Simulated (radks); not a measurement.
Values are calculated unless marked as measured or tabulated.
Problem. Mean orbital radii <r> (bohr) of the nickel ion Ni3+, [Ar] 3d7, of relativity; Dirac values are averaged over j with weights 2j + 1. Spin-unpolarised spherical Kohn-Sham, PBE, point nucleus unless stated (finite: rms radius 3.7757 fm), a radial shooting solver on a logarithmic mesh with Libxc functionals. A level marked "c x" has the speed of light scaled by that factor and shares open shells by 2j + 1; other Dirac levels either fill j = l - 1/2 first or share by 2j + 1.

| shell | non-rel. |
|---|---|
| 1s | 0.05483 |
| 2s | 0.2483 |
| 2p | 0.2166 |
| 3s | 0.7447 |
| 3p | 0.7730 |
| 3d | 0.8924 |

Give the values at the level "Dirac, c x 1.25".

Solution. 
shell  Dirac, c x 1.25  change of magnitude (%)
1s             0.05436                    -0.87
2s              0.2460                    -0.92
2p              0.2157                    -0.41
3s              0.7387                    -0.81
3p              0.7706                    -0.32
3d              0.8948                    +0.27
